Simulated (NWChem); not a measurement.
System: C₂H₈Si; SMILES [SiH2](C)C

Input file for NWChem:

```
start job
memory heap 200 mb stack 900 mb global 1100 mb
geometry units angstroms noautosym nocenter noautoz
  Si     0.000000     0.000000    -0.540246
  C     -1.561918     0.000000     0.527383
  C      1.561918     0.000000     0.527383
  H      0.000000     1.216211    -1.434006
  H      0.000000    -1.216211    -1.434006
  H     -1.594924    -0.897027     1.179000
  H     -2.475766     0.000000    -0.100344
  H     -1.594924     0.897027     1.179000
  H      2.475766     0.000000    -0.100344
  H      1.594924    -0.897027     1.179000
  H      1.594924     0.897027     1.179000
end
basis spherical
  * library 6-311g**
end
dft
  xc bhlyp
  iterations 150
end
tddft
  cis
  ecut -63.0
  nroots 6
  notriplet
end
task tddft energy
```

Parts of the log:

```
             Northwest Computational Chemistry Package (NWChem) 7.3.0
             --------------------------------------------------------

                             Geometry "geometry" -> ""
                             -------------------------

 Output coordinates in angstroms (scale by  1.889725989 to convert to a.u.)

  No.       Tag          Charge          X              Y              Z
 ---- ---------------- ---------- -------------- -------------- --------------
    1 Si                  14.0000     0.00000000     0.00000000    -0.54024600
    2 C                    6.0000    -1.56191800     0.00000000     0.52738300
    3 C                    6.0000     1.56191800     0.00000000     0.52738300
    4 H                    1.0000     0.00000000     1.21621100    -1.43400600
    5 H                    1.0000     0.00000000    -1.21621100    -1.43400600
    6 H                    1.0000    -1.59492400    -0.89702700     1.17900000
    7 H                    1.0000    -2.47576600     0.00000000    -0.10034400
    8 H                    1.0000    -1.59492400     0.89702700     1.17900000
    9 H                    1.0000     2.47576600     0.00000000    -0.10034400
   10 H                    1.0000     1.59492400    -0.89702700     1.17900000
   11 H                    1.0000     1.59492400     0.89702700     1.17900000

 Effective nuclear repulsion energy (a.u.)     112.8335590161

                                 NWChem DFT Module
                                 -----------------

 Summary of "ao basis" -> "ao basis" (spherical)
 ------------------------------------------------------------------------------
       Tag                 Description            Shells   Functions and Types
 ---------------- ------------------------------  ------  ---------------------
 Si                         6-311g**                12       26   6s5p1d
 C                          6-311g**                 8       18   4s3p1d
 H                          6-311g**                 4        6   3s1p

[...]

                                NWChem TDDFT Module
                                -------------------

            General Information
            -------------------
           No. of orbitals :     220
            Alpha orbitals :     110
             Beta orbitals :     110
        Alpha frozen cores :       0
         Beta frozen cores :       0
     Alpha frozen virtuals :       0
      Beta frozen virtuals :       0
         Spin multiplicity :       1
    Number of AO functions :     110
        Use of symmetry is : off
      Symmetry adaption is : off
         Schwarz screening :  0.10D-07

              XC Information
              --------------
                 BHLYP Method XC Functional
              Hartree-Fock (Exact) Exchange   0.50
                 Slater Exchange Functional   0.50 local
             Becke 1988 Exchange Functional   0.50 non-local
       Lee-Yang-Parr Correlation Functional   1.00

             TDDFT Information
             -----------------
          Calculation type : Tamm-Dancoff TDDFT
         Wavefunction type : Restricted singlets
          No. of electrons :      34
           Alpha electrons :      17
            Beta electrons :      17
              No. of roots :       6
          Max subspacesize :    5200
            Max iterations :     100
               Target root :       1
           Target symmetry : none
             Energy Cutoff :-0.63D+02
      Symmetry restriction : off
                 Algorithm : Optimal
        Davidson threshold :  0.10D-03

    6 smallest eigenvalue differences (eV)
--------------------------------------------------------
  No. Spin  Occ  Vir  Irrep   E(Occ)    E(Vir)   E(Diff)
--------------------------------------------------------
    1    1    1   18 a       -67.118     0.068  1828.240
    2    1    1   19 a       -67.118     0.072  1828.346
    3    1    1   20 a       -67.118     0.109  1829.339
    4    1    1   21 a       -67.118     0.124  1829.752
    5    1    1   22 a       -67.118     0.127  1829.841
    6    1    1   23 a       -67.118     0.129  1829.891
--------------------------------------------------------

  Entering Davidson iterations
  Restricted singlet excited states

  Iter   NTrls   NConv    DeltaV     DeltaE      Time
  ----  ------  ------  ---------  ---------  ---------
    1      6       0     0.10E+00   0.10+100       10.3
    2     12       0     0.33E-01   0.28E-01       12.2
    3     18       0     0.92E-01   0.38E-02       14.1
    4     24       0     0.42E-01   0.63E-02       14.0
    5     30       3     0.16E-02   0.14E-03       13.9
    6     33       6     0.75E-04   0.15E-06       10.7
  ----  ------  ------  ---------  ---------  ---------
  Convergence criterion met

  Ground state a        -370.503456908728 a.u.

  ----------------------------------------------------------------------------
  Root   1 singlet a             67.036466521 a.u.             1824.1558 eV
  ----------------------------------------------------------------------------
     Transition Moments    X -0.00832   Y  0.00000   Z -0.00000
     Dipole Oscillator Strength                    0.0030946435
     Electric Quadrupole                           0.0001197107
     Magnetic Dipole                               0.0001907061
     Total Oscillator Strength                     0.0034050603

[...]
```

Level: BHandHLYP/6-311G** (spherical d), restricted-window TDA. The geometry was optimised at PBE-D3(BJ)/def2-SVP. The quadrupole and magnetic terms of the printed total strengths depend on the origin.
